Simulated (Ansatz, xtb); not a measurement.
## C4H3N3S: 3 structures ranked

3 gas-phase structures of C4H3N3S, from a drawn sample of its isomers (lower ones may exist). Each was relaxed with GFN2-xTB:

A. `c1[nH]sc2cnnc1-2`, a singlet
B. `c1nsc2cn[nH]c12`, a singlet
C. `c1nsc2c[nH]nc12`, a singlet

**Question.** Make a reasoned guess at their ranking by r2SCAN-D4/def2-SVP single-point energy.

**Answer.** Calculated order at r2SCAN-D4/def2-SVP: B (0.0), C (1.0), A (27.1) kcal/mol.

Energies above the lowest of each column, in kcal/mol; the last columns are at PBE-D3(BJ)/def2-SVP geometries:

```tsv
structure	GFN2-xTB	HF/STO-3G	r2SCAN-D4/def2-SVP	PBE-D3(BJ)/def2-SVP	CCSD(T)/def2-SVP + ΔMP2/def2-TZVPP
B	0.0	0.0	0.0	0.0	0.0
C	1.6	2.5	1.0	0.9	1.1
A	24.2	28.1	27.1	26.5	28.2
```

Every level run on B puts it lowest or level with the lowest. ΔMP2 is the change of the MP2 energy from the smaller to the larger basis.

Programs: Ansatz 0.2.0, xtb 6.7.1.
